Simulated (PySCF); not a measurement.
# Circular dichroism: `C#C[C@](F)(Cl)[C@H](F)CC`, C6H7ClF2

Cartesian coordinates in Å; atom numbers follow the order of the lines, from 1:
```xyz
16

C     2.8285    0.8741   -0.8623
C     2.1271    0.0735   -0.3148
C     1.2975   -0.9130    0.3398
F     1.3876   -0.7944    1.7031
Cl    1.9157   -2.5544   -0.0854
C    -0.1921   -0.8012   -0.0411
F    -0.3150   -1.0169   -1.3920
C    -0.7620    0.5702    0.3139
C    -2.2681    0.6159    0.0846
H     3.4370    1.5773   -1.3488
H    -0.7449   -1.6066    0.4597
H    -0.2651    1.3170   -0.3086
H    -0.5310    0.7798    1.3590
H    -2.6475    1.6101    0.3030
H    -2.7770   -0.0975    0.7286
H    -2.4984    0.3751   -0.9502
```

Theory: TDDFT BHandHLYP/def2-SVPD circular dichroism and optical rotation, one conformer, gas phase in PySCF 2.14.0. Geometry: GFN2-xTB.

The molecule is flexible and this is one conformer; a measurement averages over conformers.

(1) Assign R or S to each stereocentre.

(2) Which excitations and rotatory strengths does the calculation give?

Results:

(1) C3 S, C6 R.

(2) Rotatory strengths R in 10⁻⁴⁰ esu² cm², velocity form and length form (origin at the centre of mass); f in length form.
| state | E (eV) | λ (nm) | f | R (velocity) | R (length) | main |
| --- | --- | --- | --- | --- | --- | --- |
| 1 | 6.16 | 201 | 0.003 | +3.2 | +3.1 | HOMO−1→LUMO 0.35, HOMO→LUMO+1 0.30 |
| 2 | 6.47 | 192 | 0.006 | +1.5 | +1.5 | HOMO−1→LUMO 0.39, HOMO→LUMO 0.24 |
| 3 | 6.51 | 191 | 0.006 | -4.1 | -3.9 | HOMO→LUMO+1 0.44, HOMO→LUMO 0.18 |
| 4 | 7.15 | 173 | 0.007 | +4.7 | +4.9 | HOMO−2→LUMO 0.74 |
| 5 | 7.38 | 168 | 0.009 | -15.9 | -16.3 | HOMO−3→LUMO 0.64 |
| 6 | 8.52 | 145 | 0.142 | +19.2 | +20.0 | HOMO−1→LUMO+1 0.16, HOMO→LUMO+2 0.16 |
| 7 | 8.58 | 144 | 0.005 | +2.9 | +3.5 | HOMO−2→LUMO+1 0.60 |
| 8 | 8.69 | 143 | 0.223 | +24.7 | +21.9 | HOMO→LUMO+2 0.33, HOMO→LUMO+3 0.19 |
| 9 | 8.85 | 140 | 0.045 | +20.0 | +19.2 | HOMO−1→LUMO+2 0.47, HOMO−1→LUMO+3 0.38 |
| 10 | 9.02 | 137 | 0.083 | +9.7 | +9.3 | HOMO−3→LUMO+1 0.55, HOMO−2→LUMO+1 0.13 |
| 11 | 9.29 | 133 | 0.030 | -11.9 | -10.6 | HOMO→LUMO+4 0.20, HOMO→LUMO+3 0.13 |
| 12 | 9.33 | 133 | 0.002 | -5.4 | -4.9 | HOMO−4→LUMO 0.19, HOMO→LUMO+4 0.11 |
| 13 | 9.37 | 132 | 0.081 | -18.6 | -18.6 | HOMO−4→LUMO 0.45, HOMO−1→LUMO+5 0.11 |
| 14 | 9.46 | 131 | 0.033 | +14.5 | +14.4 | HOMO−2→LUMO+2 0.34, HOMO−2→LUMO+4 0.20 |
| 15 | 9.51 | 130 | 0.023 | -25.2 | -25.6 | HOMO−5→LUMO 0.24, HOMO−6→LUMO 0.17 |
| 16 | 9.57 | 130 | 0.017 | +4.4 | +4.6 | HOMO−2→LUMO+4 0.14, HOMO−1→LUMO+3 0.14 |

Among the states computed, the strongest CD band (largest |R|) is state 15. The largest dissymmetry factor in size, g = 4R/(D+G), with D and G the electric and magnetic dipole strengths, is -0.03 for state 12 (velocity form, f = 0.003), among bands with |R| over 0.5. The mirror image has the same energies and oscillator strengths and all R with the opposite sign.
